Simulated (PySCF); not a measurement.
A structure optimised at PBE0-D3(BJ)/def2-SVP, used in a PySCF frequency run:

```
Ge
H 1 1.5377
H 1 1.5377 2 109.91
H 1 1.5414 2 110.06 3 -121.38
Te 1 2.5600 2 109.47 3 120.26
N 5 2.0786 1 89.92 2 -60.26
H 6 1.0197 5 108.14 1 122.05
H 6 1.0197 7 107.31 5 -116.44
```

Q: Write its SMILES, formula and point group.

A: N[Te][GeH3], GeH₅NTe, Cs

Q: What are its rotational constants (standard atomic weights)?

A: 7.1513, 1.4805, 1.2543 GHz
